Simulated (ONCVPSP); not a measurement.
# What one change does to a pseudopotential (La, ONCV)

```
Element                 : lanthanum
Generator               : ONCVPSP 4.0.1
Type                    : optimised norm-conserving Vanderbilt (ONCV)
Functional              : LDA (Perdew-Zunger)
Relativity              : scalar-relativistic
Frozen core             : [Kr] 4d10
Valence charge          : 11
Reference configuration : 5s2 5p6 5d1 6s2
Partial waves           : 5s+6s: rc 2.15 bohr, ncon 4, nbas 8, qcut 5.2 1/bohr, 2 projectors; 5p: rc 1.70 bohr, ncon 3, nbas 6, qcut 5.1 1/bohr, 2 projectors, debl 3.6 Ha; 5d: rc 3.55 bohr, ncon 3, nbas 8, qcut 5.3 1/bohr, 2 projectors, debl 3.7 Ha; f scattering state at 0.03 Ha: rc 3.30 bohr, ncon 5, nbas 10, qcut 3.5 1/bohr, 1 projector
Local potential         : polynomial inside 1.35 bohr (lpopt 5, dvloc0 0 Ha)
Core correction         : Teter function, fcfact 2.5, rcfact 1.1
```

In the f channel the program set the typed energies aside and used -0.168 Ha.

Change: core correction Teter function, parameters optimised by the program.

Cutoffs: the cutoffs (Ha) at which the residual kinetic energy of the hardest occupied pseudo-wave falls to 1 and 0.1 mHa per electron; they do not see the model core or the augmentation charge, which bear on the density cutoff. Errors are all-electron minus pseudo energies relative to the spin-unpolarised reference configuration.

**Question.** How do hardness, ghosts and transferability respond?

**Answer.** The potential gets neither clearly harder nor softer (13 Ha and 35 Ha → 13 Ha and 35 Ha); both files keep a bound ghost (s); of the 4 tests that both files solve, the error grows in 2 and shrinks in 1 by more than 15 % and 0.3 meV (median size 2.6 → 2.4 meV). A model core, the more so a compact one, raises the density cutoff, which this test does not measure.

```csv
quantity,base,changed
"cutoff, loose",13 Ha,13 Ha
"cutoff, tight",35 Ha,35 Ha
bound ghosts,s,s
GHOST(+) flags under 300 eV,p at 157.0 eV,p at 157.0 eV
"error for 5s2 5p6 5d1 6s1, meV [ΔE 6.16 eV]",-0.9,-1.1
"error for 5s2 5p6 5d1 6s0, meV [ΔE 17.31 eV]",-2.6,-3.7
"error for 5s2 5p6 5d0 6s0, meV [ΔE 36.42 eV]",+2.7,-0.2
"error for 5s2 5p6 5d2 6s0, meV [ΔE 6.31 eV]",-3.9,-7.2
s: phases at 2.18 bohr within 0.05 rad from the reference energy up to (Ha; the scan ends near 5),to the end of the scan,to the end of the scan
p: phases at 1.73 bohr within 0.05 rad from the reference energy up to (Ha; the scan ends near 5),4.6,4.6
d: phases at 3.61 bohr within 0.05 rad from the reference energy up to (Ha; the scan ends near 5),0.7,0.7
f: phases at 3.36 bohr within 0.05 rad from the reference energy up to (Ha; the scan ends near 5),-0.0,-0.0
"rms error of d²Exc/dni dnj with the model core, mHa",2.34,0.08
```

Base: The cutoffs count occupied waves only; projector 1 of the f channel, the hardest unoccupied one, needs 38 Ha at the loose tolerance. Changed file: The cutoffs count occupied waves only; projector 1 of the f channel, the hardest unoccupied one, needs 38 Ha at the loose tolerance. A true bound ghost makes a file unfit for plane-wave use even where its test errors are small: the radial tests pick states by their node count and pass the ghost by.
